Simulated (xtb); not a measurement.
MoO, quintet, geometry from GFN2-xTB (such geometries of metal compounds can be far from the true shape); GFN2-xTB (xtb).

xtb was given this input:
```
$ xtb mol.xyz --gfn 2 --uhf 4 --etemp 1000 --json

# file mol.xyz
2

Mo    -0.00000000    -0.00000000    -0.27431346
O      0.00000000     0.00000000     1.44014566
```

What the program printed (banner, timings and long lists left out):

```
   ID    Z sym.   atoms
    1   42 Mo     1
    2    8 O      2

           -------------------------------------------------
          |                Calculation Setup                |
           -------------------------------------------------

           -------------------------------------------------
          |                 G F N 2 - x T B                 |
           -------------------------------------------------

          ...................................................
          :                      SETUP                      :
          :.................................................:
          :  # basis functions                  14          :
          :  # atomic orbitals                  13          :
          :  # shells                            5          :
          :  # electrons                        12          :
          :  max. iterations                   250          :
          :  Hamiltonian                  GFN2-xTB          :
          :  restarted?                      false          :
          :  GBSA solvation                  false          :
          :  PC potential                    false          :
          :  electronic temp.         1000.0000000     K    :
          :  accuracy                    1.0000000          :
          :  -> integral cutoff          0.2500000E+02      :
          :  -> integral neglect         0.1000000E-07      :
          :  -> SCF convergence          0.1000000E-05 Eh   :
          :  -> wf. convergence          0.1000000E-03 e    :
          :  Broyden damping             0.4000000          :
          :  net charge                          0          :
          :  unpaired electrons                  4          :
          ...................................................

 iter      E             dE          RMSdq      gap      omega  full diag
   1     -3.9779124 -0.397791E+01  0.284E+01    0.00       0.0  T
   2     -5.0841800 -0.110627E+01  0.549E+01    0.00       1.0  T
   3     -5.3237820 -0.239602E+00  0.331E+01    0.00       1.0  T
   4     -5.8866470 -0.562865E+00  0.948E+00    0.00       1.0  T
   5     -5.7884149  0.982321E-01  0.171E+01    0.00       1.0  T
   6     -5.7237994  0.646155E-01  0.226E+01    0.00       1.0  T
   7     -5.9120737 -0.188274E+00  0.157E+00    0.00       1.0  T
   8     -5.9014771  0.105966E-01  0.617E+00    0.00       1.0  T
   9     -5.9108674 -0.939030E-02  0.245E+00    0.00       1.0  T
  10     -5.9031763  0.769102E-02  0.620E+00    0.00       1.0  T
  11     -5.9097164 -0.654006E-02  0.329E+00    0.00       1.0  T
  12     -5.9115965 -0.188012E-02  0.163E+00    0.00       1.0  T
  13     -5.9121444 -0.547866E-03  0.157E-01    0.00       1.0  T
  14     -5.9121450 -0.661400E-06  0.929E-02    0.00       1.0  T
  15     -5.9121425  0.251101E-05  0.113E-01    0.00       1.0  T
  16     -5.9121453 -0.272774E-05  0.244E-02    0.00       2.9  T
  17     -5.9121454 -0.118792E-06  0.819E-03    0.00       8.6  T
  18     -5.9121454 -0.134528E-07  0.219E-03    0.00      32.2  T
  19     -5.9121454  0.238360E-08  0.351E-03    0.00      20.2  T
  20     -5.9121454 -0.322878E-08  0.731E-04    0.00      96.8  T
  21     -5.9121454 -0.166479E-09  0.166E-05    0.00    4271.1  T

   *** convergence criteria satisfied after 21 iterations ***

         :::::::::::::::::::::::::::::::::::::::::::::::::::::
         ::                     SUMMARY                     ::
         :::::::::::::::::::::::::::::::::::::::::::::::::::::
         :: total energy              -5.898185232599 Eh    ::
         :: gradient norm              0.000047420911 Eh/a0 ::
         :: HOMO-LUMO gap              0.000000000025 eV    ::
         ::.................................................::
         :: SCC energy                -5.912145399894 Eh    ::
         :: -> isotropic ES            0.045432976747 Eh    ::
         :: -> anisotropic ES          0.003979979677 Eh    ::
         :: -> anisotropic XC          0.002355490373 Eh    ::
         :: -> dispersion             -0.000758971928 Eh    ::
         :: repulsion energy           0.013960167295 Eh    ::
         :: add. restraining           0.000000000000 Eh    ::
         :: total charge               0.000000000003 e     ::
         :::::::::::::::::::::::::::::::::::::::::::::::::::::

           -------------------------------------------------
          |                Property Printout                |
           -------------------------------------------------

    * Orbital Energies and Occupations

         #    Occupation            Energy/Eh            Energy/eV
      -------------------------------------------------------------
         1        2.0000           -0.6504941             -17.7008
         2        2.0000           -0.4584491             -12.4750
         3        2.0000           -0.4584491             -12.4750
         4        2.0000           -0.4552129             -12.3870
         5        1.0000           -0.3646031              -9.9214
         6        0.9999           -0.3467078              -9.4344
         7        0.9999           -0.3467078              -9.4344
         8        0.5001           -0.3156629              -8.5896 (HOMO)
         9        0.5001           -0.3156629              -8.5896 (LUMO)
        10        0.0000           -0.2737721              -7.4497
        11                         -0.1387739              -3.7762
        12                         -0.1387739              -3.7762
        13                          0.1892564               5.1499
      -------------------------------------------------------------
                  HL-Gap            0.0000000 Eh            0.0000 eV
             Fermi-level           -0.3623614 Eh           -9.8604 eV

     #   Z          covCN         q      C6AA      α(0)
     1  42 Mo       0.804     0.423   786.863    76.034
     2   8 O        0.804    -0.423    22.170     6.312

 Mol. C6AA /au·bohr⁶  :       1033.798893
 Mol. C8AA /au·bohr⁸  :     101887.606140
 Mol. α(0) /au        :         82.345395

Wiberg/Mayer (AO) data.
largest (>0.10) Wiberg bond orders for each atom

 ---------------------------------------------------------------------------
     #   Z sym  total        # sym  WBO       # sym  WBO       # sym  WBO
 ---------------------------------------------------------------------------
     1  42 Mo   2.412 --     2 O    2.412
     2   8 O    2.412 --     1 Mo   2.412
 ---------------------------------------------------------------------------

Topologies differ in total number of bonds
Writing topology from bond orders to xtbtopo.mol

molecular dipole:
                 x           y           z       tot (Debye)
 q only:        0.000       0.000      -1.370
   full:       -0.000      -0.000      -2.119       5.385
molecular quadrupole (traceless):
                xx          xy          yy          xz          yz          zz
 q only:        1.510       0.000       1.510       0.000       0.000      -3.019
  q+dip:        0.847       0.000       0.847       0.000       0.000      -1.694
   full:        0.695       0.000       0.695       0.000       0.000      -1.390

           -------------------------------------------------
          | TOTAL ENERGY               -5.898185232599 Eh   |
          | GRADIENT NORM               0.000047420911 Eh/α |
          | HOMO-LUMO GAP               0.000000000025 eV   |
           -------------------------------------------------

normal termination of xtb
```
